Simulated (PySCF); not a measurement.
C2H9NOSi, SMILES [Si@H](CC)(N)O. Atoms are numbered in the order given.

```xyz
14

C      2.1396    -0.9327     0.2384
C      1.1525     0.1502     0.6832
Si    -0.3876     0.2730    -0.3838
N     -1.2236    -1.2306    -0.3122
O     -1.3690     1.5193     0.1655
H      3.0150    -0.9952     0.9052
H      1.6566    -1.9225     0.2190
H      2.5154    -0.7396    -0.7801
H      1.6474     1.1396     0.7082
H      0.8198    -0.0294     1.7238
H     -0.0320     0.5068    -1.8198
H     -1.4758    -1.6094     0.5967
H     -1.9605    -1.4248    -0.9837
H     -0.9939     2.4073     0.1363
```
Charge 0, spin multiplicity 1.

Geometry: r2SCAN-D4/def2-SVP. The structure was generated by enumeration; whether it is a known compound was not checked. One conformer was computed; it need not be the lowest.

Two levels are set side by side: PBE/pcSseg-1 (PySCF) and PBE0/pcSseg-1 (PySCF). GIAO shifts against H2O (¹⁷O), NH3 (¹⁵N), TMS (²⁹Si), TMS (¹H), TMS (¹³C) at the same level; non-relativistic, no solvent, atoms listed together averaged. Differences are taken from unrounded values.

```tsv
quantity	PBE
δ(¹³C) of C1 (ppm)	11.6
δ(¹³C) of C2 (ppm)	15.1
δ(²⁹Si) of Si3 (ppm)	-8.8
δ(¹⁵N) of N4 (ppm)	33.0
δ(¹⁷O) of O5 (ppm)	68.8
δ(¹H) of H11 (ppm)	5.31
δ(¹H) of H14 (ppm)	1.02
```

These are the PBE values. What does PBE0 give? (Estimate from the structure and the level; the computed values follow.)


```tsv
quantity	PBE0	PBE minus PBE0
δ(¹³C) of C1 (ppm)	10.9	0.7
δ(¹³C) of C2 (ppm)	13.1	2.0
δ(²⁹Si) of Si3 (ppm)	-8.3	-0.5
δ(¹⁵N) of N4 (ppm)	28.2	4.8
δ(¹⁷O) of O5 (ppm)	59.5	9.3
δ(¹H) of H11 (ppm)	5.06	0.25
δ(¹H) of H14 (ppm)	1.08	-0.06
```

Rough cost on one machine, each run with all the roots and properties that it gave: PBE0 against PBE within a factor of 2.
